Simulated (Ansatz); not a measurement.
## What a proton shuttle does

AlHCl₂ ([Cl][AlH][Cl]) + H₂O → AlHCl₂O ([OH][Al]([Cl])[Cl]) + H₂ (links in brackets), a four-centre ligand exchange, has a barrier of 21.02 kcal/mol above its start structure and a step energy of -4.16 kcal/mol. One HF is now added to the ring of the saddle, taking the hydrogen and handing on one of its own. Gas-phase electronic energies, without zero-point energy, by CCSD(T) at an estimated basis limit (MP2 extrapolated from triple and quadruple zeta, plus CCSD(T) − MP2 in triple zeta); Ansatz 0.2.0, def2-TZVPP and QZVPP, frozen cores, on PBE0-D4/def2-TZVP structures. Extrapolation: Hartree–Fock as exp(−7.88 √X), correlation as X^−2.97. Each barrier counts from its own start structure, which holds all the molecules, is reached by relaxing down from the saddle and may not be the deepest complex; no counterpoise correction.

(1) What are the barrier and the step energy with the shuttle? (An estimate is asked for; the value comes from the calculation.)

The T1 diagnostic stays at or below 0.010.

For scale, one of the runs: CCSD(T)/def2-TZVPP, 244 basis functions, launched by `ansatz run in.yaml --threads 8 --pin off --events-out ev --progress --plain --max-ram 19148MiB`. Time: 44 s of wall clock on 8 CPU threads of an Intel Xeon Platinum 8488C; the host was shared. Peak host memory: 4.7 GiB.

## Answers

(1) The calculation gives: Barrier 12.17 kcal/mol, 8.84 kcal/mol lower than without; step energy -2.66 kcal/mol, both from the start structure. Counted from all the molecules apart, the saddle lies at -22.83 kcal/mol with the shuttle and at -3.70 kcal/mol without; the start well goes from -24.71 to -35.00 kcal/mol. At the saddle the angle at each passing proton is O–H···H 142° without the shuttle, against O–H···F 158° and F–H···H 172° with it. Bringing in the extra molecule costs entropy, which these electronic energies leave out.
